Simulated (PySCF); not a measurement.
**Cl⁺ (chlorine, charge +1) across methods**

[Ne] 3s2 3p4, high-spin 3P determinant. All numbers are calculated (PySCF 2.14, no relativity, point nucleus, in dyall-acv3z (19s12p6d4f, 113 functions)).

| method | E (hartree) | mean ε 3s β (eV) | mean ε 3p α (eV) | mean ε 3p β (eV) | Σ⟨r²⟩ (bohr²) | ⟨S²⟩ |
| --- | --- | --- | --- | --- | --- | --- |
| PW91 | -459.6712 | -30.442 | -20.370 | -18.446 | 20.57 | 2.003 |
| PBE0 | -459.5354 | -32.267 | -22.042 | -19.952 | 20.52 | 2.005 |
| M06-2X | -459.6711 | -33.767 | -23.418 | -21.329 | 20.57 | 2.004 |
| r2SCAN | -459.6536 | -30.538 | -20.888 | -18.722 | 20.49 | 2.007 |
| LC-wPBE | -459.5614 | -35.498 | -25.062 | -23.046 | 20.48 | 2.005 |
| LDA | -458.1848 | -30.581 | -20.322 | -18.347 | 20.62 | 2.002 |
| UHF | -459.05713 | -36.605 | -26.357 | -23.657 | 20.64 | 2.011 |
| PBE | -459.4974 | -30.366 | -20.312 | -18.370 | 20.57 | 2.004 |
